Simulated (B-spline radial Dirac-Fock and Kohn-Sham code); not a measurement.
# Radiative decay of the 2p3/2 hole in I⁵⁺

System: iodine as I⁵⁺, configuration [Kr] 4d10 5s2.

Model: independent-particle rates on relativistic LDA orbitals of the hole state (multipoles up to L = 3, Coulomb Auger matrix elements, transition energies from Dirac-Fock). Program: a radial finite-basis atomic code.

| line | multipole | energy (eV) | width (meV) | share (%) |
| --- | --- | --- | --- | --- |
| L3-M1 | E1 | 3483.1 | 7.18 | 3.01 |
| L3-M4 | E1 | 3927.5 | 20.3 | 8.51 |
| L3-M5 | E1 | 3939.0 | 180 | 75.5 |
| L3-N1 | E1 | 4363.9 | 1.59 | 0.665 |
| L3-N4 | E1 | 4510.5 | 2.93 | 1.23 |
| L3-N5 | E1 | 4512.2 | 26.1 | 10.9 |
| L3-O1 | E1 | 4557.8 | 0.316 | 0.132 |

The listed lines hold 100.0 % of the radiative rate. The radiative width is 0.239 eV in the length form and 0.242 eV in the velocity form; the two differ because the transition energies are not eigenvalue differences of the potential that gave the orbitals.

Values without a named source are computed, but for edge energies of neutral atoms, which are taken from tables.
